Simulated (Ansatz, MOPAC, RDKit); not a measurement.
Dimer: CH2O (SMILES C=O) (first 4 atoms) with C2H3N (SMILES CC#N); geometry from B3LYP-D3(BJ)/def2-TZVP, rigid monomers moved along the line of their centres of mass till O2···H10 is 4.33 Å.
(charge 0, multiplicity 1):
```xyz
10

C     -0.46931    -0.45528     0.16497
O      0.66486    -0.05572     0.13569
H     -0.71022    -1.52942     0.25604
H     -1.33383     0.22935     0.10211
C      1.16213     0.56428     5.32227
C     -0.20263     0.07639     5.23696
N     -1.27943    -0.31222     5.12676
H      1.18243     1.55178     5.78344
H      1.77081    -0.11752     5.91635
H      1.57574     0.62961     4.31434
```

Monomers are frozen at their geometry in the pair; levels with a basis set take the counterpoise correction. RDKit's UFF carries no charges.

The state that AM1, PM6 reach isn't checked.

Codes used: Ansatz (an electronic-structure program) with Gaussian orbitals; MOPAC for AM1, PM6 (differences of heats of formation); RDKit for the force fields. Each number belongs to the level named beside it.

**Question.** One of these levels gives -2.3 kJ/mol for the interaction energy. Name it.
(A) UFF
(B) PM6
(C) AM1
(D) HF/aug-cc-pVDZ

**Answer.** C, AM1. The others give -0.9 (UFF), -4.0 (PM6), -5.3 (HF/aug-cc-pVDZ)
